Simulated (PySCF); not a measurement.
F2HOSTa, SMILES [OH][Ta]([F])([F])=[S], multiplicity 1. Geometry optimised at PBE-D3(BJ)/def2-SVP. The spin state was assumed, not searched. The def2 effective core potentials stand for the cores of Ta; spin–orbit coupling is left out. One conformer was computed; it need not be the lowest.

These are PBE-D3(BJ)/def2-SVP in PySCF values and carry that method's errors.

Harmonic wavenumbers (cm⁻¹): 156, 163, 180, 185, 191, 377, 496, 530, 675, 681, 729, 3770. Rotational constants (GHz): 2.787, 2.005, 1.950; symmetry number 1.

Task: Work out the zero-point energy and the ideal-gas rigid-rotor harmonic-oscillator thermochemistry at 298.15 K and 1 atm.

Result: ZPE = ½ Σ hcν = ½ × 8132 cm⁻¹ = 48.64 kJ/mol. H − E(el) = 69.36 kJ/mol. Entropy in J/(mol K): translation 178.48, rotation 116.23, vibration 63.56, total 358.27. G − E(el) = -37.46 kJ/mol. Cp = 99.55 J/(mol K).
